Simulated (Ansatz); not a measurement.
`N[SiH2]C=[Se]` and `[SiH3]C=[Se]` differ in one atom or group.

Ansatz, PBE0-D4/def2-TZVP geometries, multiplicity 1. Each molecule was computed in one conformer, which needn't be the lowest.

Scalar relativity is left out up to krypton.

| property | `N[SiH2]C=[Se]` |
| --- | --- |
| LUMO energy (PBE0/def2-TZVPP) / eV | -2.96 |
| HOMO energy (PBE0/def2-TZVPP) / eV | -6.35 |
| LUMO energy (ωB97M-V/def2-TZVPP) / eV | -0.87 |
| HOMO–LUMO gap (B3LYP/def2-TZVPP) / eV | 2.99 |
| size of the dipole moment (ωB97M-V/def2-TZVPP) / D | 1.18 |
| size of the dipole moment (PBE/def2-TZVPP) / D | 1.17 |

Q: Give the same properties after the change, and the shifts. (An estimate is asked.)

A: Ansatz gave: 
```json
{"property": "LUMO energy (PBE0/def2-TZVPP) / eV", "`[SiH3]C=[Se]`": "-3.05", "shift": "-0.09"}
{"property": "HOMO energy (PBE0/def2-TZVPP) / eV", "`[SiH3]C=[Se]`": "-6.32", "shift": "0.03"}
{"property": "LUMO energy (ωB97M-V/def2-TZVPP) / eV", "`[SiH3]C=[Se]`": "-0.96", "shift": "-0.09"}
{"property": "HOMO–LUMO gap (B3LYP/def2-TZVPP) / eV", "`[SiH3]C=[Se]`": "2.86", "shift": "-0.13"}
{"property": "size of the dipole moment (ωB97M-V/def2-TZVPP) / D", "`[SiH3]C=[Se]`": "1.24", "shift": "0.06"}
{"property": "size of the dipole moment (PBE/def2-TZVPP) / D", "`[SiH3]C=[Se]`": "1.23", "shift": "0.06"}
```

Dipoles are sizes alone; their direction can turn.

B3LYP here is the variant with VWN-RPA as its local correlation; programs differ in this.

Spin–orbit coupling is left out; it splits and shifts lone-pair levels of the heavy atoms by tenths of an eV.
